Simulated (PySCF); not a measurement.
CsI, charge +1, doublet, at a GFN2-xTB geometry (such geometries of metal compounds can be far from the true shape) (a state made from the parent by changing its charge; the spin is typed, not shown lowest) (all electrons, no relativity); PBE/3-21G in PySCF.

PySCF was given this input:
```python
from pyscf import gto, scf, dft

mol = gto.Mole()
mol.atom = '''
    Cs   -0.000000   -0.000000   -1.828801
    I     0.000000    0.000000    1.897812
'''
mol.basis = '3-21g'
mol.charge = 1
mol.spin = 1
mol.verbose = 4
mol.build()

mf = dft.UKS(mol)
mf.xc = 'pbe'
mf = mf.newton()
mf.kernel()
mf.analyze()
```

It wrote (shortened):

```
PySCF version 2.14.0

[INPUT] verbose = 4
[INPUT] num. atoms = 2
[INPUT] num. electrons = 107
[INPUT] charge = 1
[INPUT] spin (= nelec alpha-beta = 2S) = 1
[INPUT] symmetry False subgroup None
[INPUT] Mole.unit = angstrom
[INPUT] Symbol           X                Y                Z      unit          X                Y                Z       unit  Magmom
[INPUT]  1 Cs     0.000000000000   0.000000000000  -1.828801000000 AA    0.000000000000   0.000000000000  -3.455933026331 Bohr   0.0
[INPUT]  2 I      0.000000000000   0.000000000000   1.897812000000 AA    0.000000000000   0.000000000000   3.586344915913 Bohr   0.0

nuclear repulsion = 413.928564579096
number of shells = 28
number of NR pGTOs = 165
number of NR cGTOs = 66
basis = 3-21g
ecp = {}

******** <class 'pyscf.soscf.newton_ah.SecondOrderUKS'> ********
method = SecondOrderUKS
initial guess = minao
damping factor = 0
level_shift factor = 0
DIIS = <class 'pyscf.scf.diis.CDIIS'>
diis_start_cycle = 1
diis_space = 8
diis_damp = 0
SCF conv_tol = 1e-09
SCF conv_tol_grad = None
SCF max_cycles = 50
direct_scf = True
direct_scf_tol = 1e-13
number electrons alpha = 54  beta = 53
XC library pyscf.dft.libxc version 7.1.2
    S. Lehtola, C. Steigemann, M. J. T. Oliveira, and M. A. L. Marques,  SoftwareX 7, 1–5 (2018)
XC functionals = pbe
    J. P. Perdew, K. Burke, and M. Ernzerhof,  Phys. Rev. Lett. 77, 3865 (1996)
    J. P. Perdew, K. Burke, and M. Ernzerhof,  Phys. Rev. Lett. 78, 1396 (1997)
    J. P. Perdew, K. Burke, and M. Ernzerhof,  Phys. Rev. Lett. 77, 3865 (1996)
    J. P. Perdew, K. Burke, and M. Ernzerhof,  Phys. Rev. Lett. 78, 1396 (1997)
radial grids:
    Treutler-Ahlrichs [JCP 102, 346 (1995); DOI:10.1063/1.469408] (M4) radial grids

becke partition: Becke, JCP 88, 2547 (1988); DOI:10.1063/1.454033
pruning grids: <function nwchem_prune>
grids dens level: 3
symmetrized grids: False
atomic radii adjust function: <function treutler_atomic_radii_adjust>
small_rho_cutoff = 0
******** <class 'pyscf.dft.uks.UKS'> Newton solver flags ********
SCF tol = 1e-09
conv_tol_grad = None
max. SCF cycles = 50
direct_scf = True
direct_scf_tol = 1e-13
max_cycle_inner = 12
max_stepsize = 0.05
ah_start_tol = 1e+09
ah_level_shift = 0
ah_conv_tol = 1e-12
ah_lindep = 1e-14
ah_start_cycle = 1
ah_max_cycle = 40
ah_grad_trust_region = 2.5
kf_interval = 4
kf_trust_region = 5
canonicalization = True
Set conv_tol_grad to 3.16228e-05
tot grids = 45672

Initial guess E= -14421.4140884443  |g|= 0.103978
macro= 0  E= -14421.4169598603  delta_E= -0.00287142  |g|= 0.00153407  2 KF 8 JK
macro= 1  E= -14421.416959861  delta_E= -7.22139e-10  |g|= 1.79525e-05  1 KF 3 JK
Canonicalize SCF orbitals
macro X = 2  E=-14421.416959861  |g|= 1.79525e-05  total 4 KF 14 JK

converged SCF energy = -14421.416959861  <S^2> = 0.75010952  2S+1 = 2.0001095
**** SCF Summaries ****
Total Energy =                      -14421.416959861026044
Nuclear Repulsion Energy =             413.928564579096360
One-electron Energy =               -20619.789688987497357
Two-electron Energy =                 5784.444164547374385
Two-electron Coulomb Energy =         6146.186198498161502
DFT Exchange-Correlation Energy =     -361.742033950787061
**** MO energy ****
                             alpha | beta                alpha | beta
MO #1   energy= -1250.99999952866  | -1250.99999958507  occ= 1 | 1
MO #2   energy= -1156.01714264997  | -1156.0161179076   occ= 1 | 1
MO #3   energy= -191.781259695331  | -191.781259775571  occ= 1 | 1
MO #4   energy= -180.738926571089  | -180.738927886002  occ= 1 | 1
MO #5   energy= -180.738896863788  | -180.738895503802  occ= 1 | 1
MO #6   energy= -180.738884939342  | -180.738885072186  occ= 1 | 1
MO #7   energy= -174.537526315478  | -174.536850600135  occ= 1 | 1
MO #8   energy= -163.42116847991   | -163.419114205404  occ= 1 | 1
MO #9   energy= -163.417805196607  | -163.4172964751    occ= 1 | 1
MO #10  energy= -163.417504523809  | -163.416998132624  occ= 1 | 1
MO #11  energy= -39.9712252403093  | -39.9712253352393  occ= 1 | 1
MO #12  energy= -35.3518585445709  | -35.3508881681557  occ= 1 | 1
MO #13  energy= -35.2686012876354  | -35.2685999547474  occ= 1 | 1
MO #14  energy= -35.2685642818026  | -35.2685644940141  occ= 1 | 1
MO #15  energy= -35.268407085343   | -35.2684084314313  occ= 1 | 1
MO #16  energy= -30.5808165453963  | -30.5784144580541  occ= 1 | 1
MO #17  energy= -30.5725712181965  | -30.5718817431396  occ= 1 | 1
MO #18  energy= -30.5719246990103  | -30.5712364099669  occ= 1 | 1
MO #19  energy= -26.4205315598001  | -26.4205306838647  occ= 1 | 1
MO #20  energy= -26.4205305400522  | -26.4205297432354  occ= 1 | 1
MO #21  energy= -26.4204021541424  | -26.4204021192995  occ= 1 | 1
MO #22  energy= -26.4203785040683  | -26.4203795231364  occ= 1 | 1
MO #23  energy= -26.4203502625904  | -26.4203512712288  occ= 1 | 1
MO #24  energy= -22.6209163162046  | -22.6190127978235  occ= 1 | 1
MO #25  energy= -22.6192267833908  | -22.6176949098283  occ= 1 | 1
MO #26  energy= -22.6188256606247  | -22.6172946770088  occ= 1 | 1
MO #27  energy= -22.6134125147333  | -22.6129948324542  occ= 1 | 1
MO #28  energy= -22.6133967652946  | -22.6129809951459  occ= 1 | 1
MO #29  energy= -7.64887492539866  | -7.64887511752955  occ= 1 | 1
MO #30  energy= -6.30242480163099  | -6.29984746194049  occ= 1 | 1
MO #31  energy= -5.95417191541388  | -5.95416903288005  occ= 1 | 1
MO #32  energy= -5.95405275435457  | -5.95405325631901  occ= 1 | 1
MO #33  energy= -5.95361236544892  | -5.95361543453457  occ= 1 | 1
MO #34  energy= -4.6570613992577   | -4.65198771916159  occ= 1 | 1
MO #35  energy= -4.63611411338801  | -4.63472015732456  occ= 1 | 1
MO #36  energy= -4.63406569531847  | -4.63267630041101  occ= 1 | 1
MO #37  energy= -3.01737054571242  | -3.01736786441681  occ= 1 | 1
MO #38  energy= -3.0173648852596   | -3.01736254089002  occ= 1 | 1
MO #39  energy= -3.01703163280162  | -3.01703183246907  occ= 1 | 1
MO #40  energy= -3.01692873189549  | -3.0169320340442   occ= 1 | 1
MO #41  energy= -3.01686508445584  | -3.0168683535149   occ= 1 | 1
MO #42  energy= -2.1152762418285   | -2.10874261363749  occ= 1 | 1
MO #43  energy= -2.11014018742351  | -2.1052248630662   occ= 1 | 1
MO #44  energy= -2.10838186856393  | -2.10347775954159  occ= 1 | 1
MO #45  energy= -2.09146592735777  | -2.0902875275213   occ= 1 | 1
MO #46  energy= -2.09146006911959  | -2.09026776483585  occ= 1 | 1
MO #47  energy= -1.08826159361912  | -1.08826451561371  occ= 1 | 1
MO #48  energy= -0.746762871961322 | -0.722631213480813 occ= 1 | 1
MO #49  energy= -0.679073317539326 | -0.679059651929252 occ= 1 | 1
MO #50  energy= -0.678528427296471 | -0.678537269901294 occ= 1 | 1
MO #51  energy= -0.677644659877426 | -0.676688444403835 occ= 1 | 1
MO #52  energy= -0.429695706411599 | -0.382838158839184 occ= 1 | 1
MO #53  energy= -0.395497849296214 | -0.373799043447812 occ= 1 | 1
MO #54  energy= -0.386559228772865 | -0.377332102998464 occ= 1 | 0
MO #55  energy= -0.180236799850656 | -0.179571245510283 occ= 0 | 0
MO #56  energy= -0.00301468343808114 | -0.00254067565320815 occ= 0 | 0
MO #57  energy= -0.00116381467691246 | -0.00112827948122413 occ= 0 | 0
MO #58  energy= 0.0106632801451503 | 0.0124339182933992 occ= 0 | 0
MO #59  energy= 0.0420195932412978 | 0.0431357456670581 occ= 0 | 0
MO #60  energy= 0.202556472205166  | 0.216059796426539  occ= 0 | 0
MO #61  energy= 0.208582892400126  | 0.237299714183683  occ= 0 | 0
MO #62  energy= 0.236674389721189  | 0.243734955052165  occ= 0 | 0

To work with the spin densities directly, `use mulliken_meta_spin()` only printing them here.

 ** Mulliken spin pop alpha/beta on meta-lowdin orthogonal AOs **
 ** Mulliken Spin Density (per AO)  **
spin_pop of  0 Cs 1s       -0.00000
spin_pop of  0 Cs 2s       -0.00000
spin_pop of  0 Cs 3s       -0.00000
spin_pop of  0 Cs 4s       -0.00000
spin_pop of  0 Cs 5s       -0.00000
spin_pop of  0 Cs 6s       -0.00152
spin_pop of  0 Cs 7s       -0.00011
spin_pop of  0 Cs 2px       0.00000
spin_pop of  0 Cs 2py      -0.00000
spin_pop of  0 Cs 2pz      -0.00000
spin_pop of  0 Cs 3px       0.00000
spin_pop of  0 Cs 3py      -0.00000
spin_pop of  0 Cs 3pz      -0.00000
spin_pop of  0 Cs 4px       0.00000
spin_pop of  0 Cs 4py       0.00000
spin_pop of  0 Cs 4pz      -0.00000
spin_pop of  0 Cs 5px       0.00003
spin_pop of  0 Cs 5py       0.00000
spin_pop of  0 Cs 5pz       0.00000
spin_pop of  0 Cs 6px       0.00007
spin_pop of  0 Cs 6py      -0.00004
spin_pop of  0 Cs 6pz      -0.00020
spin_pop of  0 Cs 7px       0.00003
spin_pop of  0 Cs 7py      -0.00002
spin_pop of  0 Cs 7pz      -0.00011
spin_pop of  0 Cs 3dxy     -0.00000
spin_pop of  0 Cs 3dyz     -0.00000
spin_pop of  0 Cs 3dz^2    -0.00000
spin_pop of  0 Cs 3dxz      0.00000
spin_pop of  0 Cs 3dx2-y2   -0.00000
spin_pop of  0 Cs 4dxy     -0.00000
spin_pop of  0 Cs 4dyz     -0.00000
spin_pop of  0 Cs 4dz^2    -0.00000
spin_pop of  0 Cs 4dxz      0.00000
spin_pop of  0 Cs 4dx2-y2   -0.00000
spin_pop of  1 I 1s       -0.00000
spin_pop of  1 I 2s       -0.00000
spin_pop of  1 I 3s       -0.00000
spin_pop of  1 I 4s       -0.00001
spin_pop of  1 I 5s        0.00011
spin_pop of  1 I 6s        0.00013
spin_pop of  1 I 2px       0.00001
spin_pop of  1 I 2py       0.00000
spin_pop of  1 I 2pz       0.00000
spin_pop of  1 I 3px       0.00007
spin_pop of  1 I 3py       0.00000
spin_pop of  1 I 3pz       0.00000
spin_pop of  1 I 4px       0.00030
spin_pop of  1 I 4py      -0.00000
spin_pop of  1 I 4pz      -0.00000
spin_pop of  1 I 5px       0.99668
spin_pop of  1 I 5py       0.00266
spin_pop of  1 I 5pz       0.00176
spin_pop of  1 I 6px       0.00023
spin_pop of  1 I 6py      -0.00003
spin_pop of  1 I 6pz      -0.00005
spin_pop of  1 I 3dxy     -0.00000
spin_pop of  1 I 3dyz     -0.00000
spin_pop of  1 I 3dz^2    -0.00000
spin_pop of  1 I 3dxz      0.00000
spin_pop of  1 I 3dx2-y2   -0.00000
spin_pop of  1 I 4dxy     -0.00000
spin_pop of  1 I 4dyz     -0.00000
spin_pop of  1 I 4dz^2    -0.00000
spin_pop of  1 I 4dxz      0.00000
spin_pop of  1 I 4dx2-y2   -0.00000
 ** Mulliken Spin Density (per atom)  **
spin density of  0 Cs =     -0.00186
spin density of  1 I =      1.00186
 ** Mulliken pop alpha/beta on meta-lowdin orthogonal AOs **
 ** Mulliken pop       alpha | beta **
In total            54.00000 | 53.00000
 ** Mulliken atomic charges   ( Nelec_alpha | Nelec_beta ) **
charge of  0Cs =      0.94659  (    27.02577     27.02763 )
charge of  1I =      0.05341  (    26.97423     25.97237 )

WARN: System has nonzero charge 1; the dipole moment is origin-dependent.
Location of origin: [0. 0. 0.]

Dipole moment(X, Y, Z, Debye): -0.00000,  0.00000, -8.12499
```
